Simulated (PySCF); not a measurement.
NICS in rings of unrelated molecules.

Definitions: NICS(0) = −σiso at the ring centroid; NICS(1) = −σiso and NICS(1)zz = −σzz at ±1 Å along the ring normal z. Level: GIAO PBE0/pcSseg-1 (PySCF, non-relativistic, gas phase) on the GFN2-xTB geometries, one conformer each. Atom numbers follow the mapped SMILES.

Question: Order these rings by mean NICS(1)zz, lowest (most negative) first (ppm).
A. ring C6–C7–C8 in `[NH2:1][SiH2:2][C:3]#[C:4][CH2:5][CH:6]1[CH2:7][CH2:8]1`
B. ring C3–N4–N5–C6–O10 in `[CH3:1][O:2][c:3]1[n:4][n:5][c:6]([CH:7]2[CH2:8][CH2:9]2)[o:10]1`
C. ring C1–C2–C3–C4–C5–C6 in `[cH:1]1[cH:2][cH:3][c:4]2[c:5]([cH:6]1)[SiH2:7][SiH2:8][S:9]2`
D. ring C4–C5–C6–N7–C8–C9 in `[CH3:1][P@@H:2](=[O:3])[c:4]1[cH:5][cH:6][n:7][cH:8][cH:9]1`
E. ring C4–C5–Si6–C7–C8 in `[CH3:1][N:2]([CH3:3])[C:4]1=[CH:5][SiH2:6][CH:7]=[CH:8]1`
F. ring C4–C5–N6–C7–N8 in `[F:1]/[CH:2]=[CH:3]\[c:4]1[cH:5][n:6][cH:7][n-:8]1` (charge -1)
G. ring Si3–C4–C5–C6 in `[CH3:1][CH2:2][Si@@H:3]1[CH2:4][CH2:5][C@H:6]1[C:7]#[N:8]`

Answer: F (-31.4), D (-28.8), C (-25.2), A (-22.4), B (-19.6), E (1.0), G (5.1).

| SMILES | ring | NICS(0) | NICS(1) | NICS(1)zz | HOMA | rms pucker (Å) | ring atoms with four or more neighbours |
| --- | --- | --- | --- | --- | --- | --- | --- |
| F/C=C\c1cnc[n-]1 | 5-membered ring with 2 N; formal bonds all aromatic | -11.3 | -11.7 | -31.4 | 0.95 | 0.00 | 0 |
| C[P@@H](=O)c1ccncc1 | 6-membered ring with N; formal bonds all aromatic | -7.3 | -11.5 | -28.8 | 0.99 | 0.00 | 0 |
| c1ccc2c(c1)[SiH2][SiH2]S2 | 6-membered carbocycle; formal bonds all aromatic | -7.3 | -10.4 | -25.2 | 0.99 | 0.00 | 0 |
| N[SiH2]C#CCC1CC1 | 3-membered carbocycle; formal bonds all single | -43.6 | -8.7 | -22.4 | – | 0.00 | 3 |
| COc1nnc(C2CC2)o1 | 5-membered ring with 2 N and O; formal bonds all aromatic | -8.0 | -8.2 | -19.6 | 0.32 | 0.00 | 0 |
| CN(C)C1=C[SiH2]C=C1 | 5-membered ring with Si; formal bonds 2 double, 3 single | -0.3 | -2.1 | 1.0 | – | 0.01 | 1 |
| CC[Si@@H]1CC[C@H]1C#N | 4-membered ring with Si; formal bonds all single | 0.3 | -0.8 | 5.1 | – | 0.09 | 4 |

NICS(0) gives another order. The isotropic NICS(1) gives the same order. Over the 4 rings with a HOMA value its correlation coefficient with NICS(1)zz is -0.84. HOMA uses Krygowski's 1993 parameters; it is left out where a ring has a four-coordinate atom, a triple bond, no multiple bond or a kind of bond without parameters. NICS(1) and NICS(1)zz are means over the two faces.
